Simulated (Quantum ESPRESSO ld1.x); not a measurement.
Values are calculated unless marked as measured or tabulated.
Ionisation of Yb, [Xe] 4f14 6s2, to Yb+, [Xe] 4f14 6s1, under several functionals. Scalar-relativistic Kohn-Sham, spin-unpolarised, spherical densities, point nucleus; ld1.x of Quantum ESPRESSO 7.5.

functional,E(Yb) (hartree),Exc (hartree),IE (eV),-e(HOMO) (eV),<r> HOMO (bohr),IE error (eV)
HCTH/120,-14068.662,-302.059,6.543,3.718,0.7802,+0.289
revPBE,-14060.135,-293.109,6.442,2.983,0.7909,+0.187
"LDA (Slater exchange, Hedin-Lundqvist correlation)",-14050.849,-283.806,6.846,3.293,0.7916,+0.592
exchange-only B88,-14056.954,-289.861,5.950,1.997,0.7948,-0.304
exchange-only LDA,-14044.027,-276.901,5.869,1.922,0.7953,-0.386
rPW86 exchange with PBE correlation,-14062.368,-295.315,6.738,2.928,0.7932,+0.484
"LDA (Slater exchange, VWN5 correlation)",-14051.204,-284.175,6.752,3.247,0.7910,+0.498

NIST Atomic Spectra Database: 6.254 eV (measured). Closest: revPBE. The Delta-SCF values span 0.98 eV, the total energies 24.63 hartree. The highest occupied level is 4f. Spin polarisation and multiplet splitting are left out, so open shells lie too high by an amount that depends on their filling.

Beside tabulated values, note that spin-unpolarised runs miss the spin-polarisation part of the exchange energy of open shells.
